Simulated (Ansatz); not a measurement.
Ansatz (a program for electronic structure) input (CCSD(T)/aug-cc-pV(D+d)Z):
A basis named .json is the Basis Set Exchange file of that set.

Ansatz 0.2 input:
```yaml
crystal:
  periodic: [false, false, false]
  atoms:
    - {symbol: B, position_ang: [0.50152530, 0.22339478, -0.79319142]}
    - {symbol: Cl, position_ang: [1.22958651, -0.52911509, 0.63476893]}
    - {symbol: O, position_ang: [-0.76405816, 0.55831860, -0.94449794]}
    - {symbol: C, position_ang: [-1.83209824, 0.39065020, 0.00705207]}
    - {symbol: H, position_ang: [-1.46788999, -0.07770143, 0.92003048]}
    - {symbol: H, position_ang: [-2.59630521, -0.22983723, -0.45670412]}
    - {symbol: H, position_ang: [-2.24134719, 1.37507118, 0.22523018]}
basis:
  gaussian:
    orbitals: aug-cc-pV_D+d_Z.json
magnetization: {spin_polarized: true, initial_magnetization: 1}
correlation: {method: ccsd_t, electrons: outside_noble_gas}
output: {forces: true}
```

End of the output:

```
integrals: 0.43 GiB planned
1238 factors; integrals over basis functions are off by at most 6.2e-4 eV
mean field: 0.77 GiB planned
mean field evaluation 1: about -16288.2445 eV, gradient 2.4e1 eV
mean field evaluation 2: about -16288.2514 eV, gradient 2.4e1 eV
mean field evaluation 4: about -16291.5018 eV, gradient 3.4e0 eV
mean field evaluation 8: about -16291.6541 eV, gradient 2.3e-1 eV
mean field evaluation 16: about -16291.4924 eV, gradient 3.4e0 eV
mean field evaluation 32: about -16287.9002 eV, gradient 7.3e-2 eV
mean field -16291.65541099 eV, -598.7072934731 hartree, gradient 4.1e-6 eV, S^2 0.755481; 0 other end points of the search recorded, 0 dependent functions left out
8 core orbitals not correlated
reference -16291.65541099 eV, -598.7072934731 hartree; 12, 11 occupied and 108, 109 virtual orbitals, 1238 factors
densities: 3.00 GiB planned
second order -15.08254389 eV of doubles, -0.00000000 eV of singles
coupled cluster: 1.73 GiB planned
cycle   1  -15.57848730 eV  change   -5.0e-1 eV  update   9.6e-2
cycle   2  -15.96105010 eV  change   -3.8e-1 eV  update   2.9e-2
cycle   3  -16.07301865 eV  change   -1.1e-1 eV  update   1.7e-2
cycle   4  -16.06990921 eV  change    3.1e-3 eV  update   5.4e-3
cycle   5  -16.06747096 eV  change    2.4e-3 eV  update   2.4e-3
cycle   6  -16.06806150 eV  change   -5.9e-4 eV  update   8.7e-4
cycle   7  -16.06800842 eV  change    5.3e-5 eV  update   3.2e-4
cycle   8  -16.06807643 eV  change   -6.8e-5 eV  update   1.3e-4
cycle   9  -16.06811901 eV  change   -4.3e-5 eV  update   4.8e-5
cycle  10  -16.06810130 eV  change    1.8e-5 eV  update   1.7e-5
cycle  11  -16.06810896 eV  change   -7.7e-6 eV  update   6.9e-6
cycle  12  -16.06811313 eV  change   -4.2e-6 eV  update   2.8e-6
cycle  13  -16.06811444 eV  change   -1.3e-6 eV  update   1.2e-6
perturbative correction -0.53553399 eV, -0.0196805112 hartree
the calculation of the forces begins
Total energy: -16308.25905942 eV, -599.3174662985 hartree
Atom 0 at     0.501525     0.223395    -0.793191 Å, force     0.865628    -0.160530    -0.059888 eV/Å
Atom 1 at     1.229587    -0.529115     0.634769 Å, force     0.129275    -0.146676     0.284540 eV/Å
Atom 2 at    -0.764058     0.558319    -0.944498 Å, force    -0.767598     0.408975    -0.586028 eV/Å
Atom 3 at    -1.832098     0.390650     0.007052 Å, force     0.090110    -0.043936     0.060491 eV/Å
Atom 4 at    -1.467890    -0.077701     0.920030 Å, force     0.164566    -0.214854     0.419839 eV/Å
Atom 5 at    -2.596305    -0.229837    -0.456704 Å, force    -0.318857    -0.273859    -0.209216 eV/Å
Atom 6 at    -2.241347     1.375071     0.225230 Å, force    -0.163125     0.430881     0.090262 eV/Å
Dipole moment:    -0.473348     0.024120     0.186007 e Å
```

It need not be the lowest isomer of its formula.
